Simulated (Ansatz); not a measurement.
Reaction (ligand exchange at the Sn–C bond): `[SnH3][CH]1C[SiH2]1` + HBr → `[Br][SnH3]` + `C1C[SiH2]1`

Program: Ansatz. Geometries: PBE0-D4/def2-TZVP. ΔE: electronic, gas phase. CCSD(T)/CBS is the MP2 limit (def2-TZVPP, def2-QZVPP) plus CCSD(T) − MP2 in def2-TZVPP, frozen cores. Functionals use def2-TZVPP. Elements past krypton have def2 core potentials. For Br, Sn outer-core shells are correlated without core-valence functions, which leaves a few kJ/mol of doubt a bond. Scalar relativity is left out up to krypton.

| level | ΔE (eV) |
| --- | --- |
| r2SCAN-D4 | -1.23 |
| ωB97X-V | -1.21 |
| ωB97M-V | -1.20 |
| SCS-MP2/def2-TZVPP | -1.10 |
| CCSD/def2-TZVPP | -1.11 |
| HF/def2-QZVPP | -1.47 |
| SCS-MP2/def2-QZVPP | -1.13 |
| CCSD/CBS(def2) | -1.19 |

Task: What does CCSD(T)/CBS give? (Best estimate.)

Result: The calculation gave: -1.14 eV. The listed levels differ from it by -0.09, -0.07, -0.06, 0.04, 0.03, -0.33, 0.01, -0.05 eV.

Largest T1 diagnostic among the species: 0.013.

From PBE to PBE0 (25 % exact exchange), in def2-TZVPP and without D4, ΔE moves by −0.04 eV. The D4 term adds +0.09 eV with B3LYP and +0.05 eV with PBE0; it sums over pairs of atoms, weighted by their polarisabilities, and B3LYP, whose exchange is more repulsive, gets the larger term. In def2-TZVPP, CCSD(T) changes the Hartree–Fock value by +0.41 eV (the triples alone add +0.05 eV) and MP2 by +0.43 eV.

B3LYP here is the variant with VWN-RPA as its local correlation; programs differ in this.
